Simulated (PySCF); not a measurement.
# [V(NH3)6]2+: what the settings change

[V(NH3)6]2+: V(II) (d3), charge +2. The structure is a PBE0-D3(BJ)/def2-SVP, IEF-PCM water geometry optimised for multiplicity 4; coordination octahedral, point group S6, metal–donor distances 2.21 Å.

```
25

V     0.0000    0.0000    0.0000
N     2.2139   -0.0176   -0.0176
H     2.6322    0.9147   -0.0128
H     2.6272   -0.5014    0.7820
H     2.6003   -0.4821   -0.8415
N    -2.2139    0.0176    0.0176
H    -2.6322   -0.9147    0.0128
H    -2.6003    0.4821    0.8415
H    -2.6272    0.5014   -0.7820
N    -0.0176    2.2139   -0.0176
H    -0.0128    2.6322    0.9147
H     0.7820    2.6272   -0.5014
H    -0.8415    2.6003   -0.4821
N     0.0176   -2.2139    0.0176
H     0.0128   -2.6322   -0.9147
H     0.8415   -2.6003    0.4821
H    -0.7820   -2.6272    0.5014
N    -0.0176   -0.0176    2.2139
H     0.9147   -0.0128    2.6322
H    -0.5014    0.7820    2.6272
H    -0.4821   -0.8415    2.6003
N     0.0176    0.0176   -2.2139
H    -0.9147    0.0128   -2.6322
H     0.4821    0.8415   -2.6003
H     0.5014   -0.7820   -2.6272
```

Method (PySCF 2.14, density fitting): CASSCF(3,5) with orbitals averaged over all microstates of the shell, strongly contracted NEVPT2 on the averaged canonical orbitals; basis x2c-TZVPall on the metal, x2c-SVPall elsewhere; spin-free X2C; IEF-PCM water; spin-orbit coupling by state interaction with the mean-field operator over all roots.

Base run: NEVPT2 ground state 4Ag (from 4A2g), next 2Eg at 13985, then 2Ag (from 2T1g) at 14778 cm⁻¹, 10Dq(CASSCF) 14958, B(CASSCF) 883, ζ 166 cm⁻¹, D -0.04 cm⁻¹, g 1.978 1.979 1.979, μeff(300 K) 3.86 μB.

(1) What happens with the basis x2c-TZVPall on all atoms?

(2) What happens with orbitals averaged over the highest spin alone?

NEVPT2 lifts 4Eg (from 4T2g) from 14158 to 16637 cm⁻¹; on the d shell alone it tends to overshoot states that fill the eg-type orbitals.

Answers

(1) NEVPT2 ground state 4Ag (from 4A2g), next 2Eg at 13898, then 2Ag (from 2T1g) at 14696 cm⁻¹, 10Dq(CASSCF) 14711, B(CASSCF) 881, ζ 165 cm⁻¹, D -0.04 cm⁻¹, g 1.978 1.979 1.979, μeff(300 K) 3.86 μB. It took 59 s against 27 s on a shared host of the same kind.

(2) NEVPT2 ground state 4Ag (from 4A2g), next 2Eg at 14097, then 2Ag (from 2T1g) at 14910 cm⁻¹, 10Dq(CASSCF) 15009, B(CASSCF) 903, ζ 170 cm⁻¹, D -0.04 cm⁻¹, g 1.977 1.978 1.978, μeff(300 K) 3.86 μB.
